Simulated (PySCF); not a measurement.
System (SMILES): N#P (N-P).
Geometry (B3LYP-D3(BJ)/def2-TZVP, fixed):
```xyz
2

N      0.0000     0.0000    -1.0110
P      0.0000     0.0000     0.4718
```

Basis-set convergence of the mean static polarisability at PBE0 with PySCF. All functions are spherical. Density fitting with generated auxiliary sets. No added dispersion term, no relativity. Reference: the value in aug-cc-pV(5+d)Z, 28.16 bohr³, itself unsure by roughly 0.3 % (its mean distance from aug-pcseg-3, aug-cc-pV(Q+d)Z, aug-pcseg-2). Deviations are taken from unrounded values.

```tsv
basis	functions	mean static polarisability (bohr³)
def2-SVP	32	19.81
def2-SVPD	44	26.02
pcseg-1	32	20.57
aug-pcseg-1	50	27.65
cc-pV(D+d)Z	37	19.92
aug-cc-pV(D+d)Z	55	27.57
6-311G**	44	20.03
6-311+G**	52	23.36
pcseg-2	64	22.44
aug-pcseg-2	96	27.96
def2-TZVP	68	23.93
def2-TZVPD	80	27.73
cc-pV(T+d)Z	69	23.64
aug-cc-pV(T+d)Z	101	28.07
def2-TZVPP	73	23.99
def2-TZVPPD	85	27.73
cc-pV(Q+d)Z	119	26.03
aug-cc-pV(Q+d)Z	169	28.14
pcseg-3	124	25.83
aug-pcseg-3	174	28.15
def2-QZVPP	127	26.51
def2-QZVPPD	139	28.03
cc-pV(5+d)Z	191	26.91
aug-cc-pV(5+d)Z	263	28.16
```

What the diffuse functions change, pair by pair:
- def2-SVP to def2-SVPD: 12 more functions, deviation -29.6 to -7.6 %
- pcseg-1 to aug-pcseg-1: 18 more functions, deviation -26.9 to -1.8 %
- cc-pV(D+d)Z to aug-cc-pV(D+d)Z: 18 more functions, deviation -29.3 to -2.1 %
- 6-311G** to 6-311+G**: 8 more functions, deviation -28.9 to -17.0 %
- pcseg-2 to aug-pcseg-2: 32 more functions, deviation -20.3 to -0.7 %
- def2-TZVP to def2-TZVPD: 12 more functions, deviation -15.0 to -1.5 %
- cc-pV(T+d)Z to aug-cc-pV(T+d)Z: 32 more functions, deviation -16.0 to -0.3 %
- def2-TZVPP to def2-TZVPPD: 12 more functions, deviation -14.8 to -1.5 %
- cc-pV(Q+d)Z to aug-cc-pV(Q+d)Z: 50 more functions, deviation -7.6 to -0.1 %
- pcseg-3 to aug-pcseg-3: 50 more functions, deviation -8.3 to 0.0 %
- def2-QZVPP to def2-QZVPPD: 12 more functions, deviation -5.9 to -0.5 %
- cc-pV(5+d)Z to aug-cc-pV(5+d)Z: 72 more functions, deviation -4.4 to 0.0 %

Leaving out the reference's own pair, they bring the value nearer the reference by more than 0.3 % in 11 of 11 pairs.
